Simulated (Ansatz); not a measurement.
`S[SiH2][GaH][I]` + H–F → `[F][GaH][I]` + `[SiH3]S` at 600 K and 1 bar (cleavage of the Ga–Si bond).

Gas-phase electronic energies from Ansatz, PBE0-D4/def2-TZVP geometries. CCSD(T)/CBS adds triple-zeta CCSD(T) − MP2 to the extrapolated MP2 energy (def2 sets, frozen cores). This one scheme is used for every species. def2 core potentials past Kr. For Ga, I outer-core shells are correlated without core-valence functions, which leaves a few kJ/mol of doubt a bond. Scalar relativity is left out up to krypton. Each species was taken in one conformer, which may not be the lowest.

| species | CCSD(T)/CBS energy (Eh) | H − E (kJ/mol) | S (J/(mol·K)) |
| --- | --- | --- | --- |
| `S[SiH2][GaH][I]` | -2910.71788 | 152.9 | 490.1 |
| H–F | -100.39570 | 42.3 | 194.0 |
| `[F][GaH][I]` | -2321.86103 | 59.9 | 361.8 |
| `[SiH3]S` | -689.27336 | 126.3 | 326.2 |

H − E and S are ideal-gas, rigid-rotor, harmonic terms from PBE0-D4/def2-TZVP, for one conformer and one mirror image of each species. 1 Eh = 2625.50 kJ/mol, R = 8.31446 J/(mol·K).

Q: By hand: ΔE, ΔH, ΔS and ΔG.

A: ΔE = (-2321.86103) + (-689.27336) − (-2910.71788) − (-100.39570) = -0.02081 Eh = -54.6 kJ/mol. Δ(H − E) = 59.9 + 126.3 − 152.9 − 42.3 = -9.0, so ΔH = -63.6 kJ/mol. ΔS = 361.8 + 326.2 − 490.1 − 194.0 = 3.9 J/(mol·K). ΔG = -63.6 − 600 × (3.9)/1000 = -65.9 kJ/mol.

Q: By hand: the equilibrium constant, and the temperature at which ΔG would vanish if ΔH and ΔS stayed fixed.

A: log₁₀ K = −ΔG/(RT ln 10) = 5.7. ΔH and −TΔS have one sign here, so there is no such temperature. One of them is within its doubt of zero, so this could turn.

The number of gas molecules stays the same, so ΔS is small and ΔH decides. A doubt of 5 kJ/mol in ΔE shifts log₁₀ K by 0.4 here. Other conformers and mirror images would add mixing entropy, several J/(mol·K) or more a flexible species. Modes under 60 cm⁻¹, often nearly free rotors, make the harmonic entropy too high. These are equilibria of isolated gas molecules and say nothing of rates. Largest T1 diagnostic: 0.012 (customary marks: 0.02 for closed shells, 0.045 for open ones).
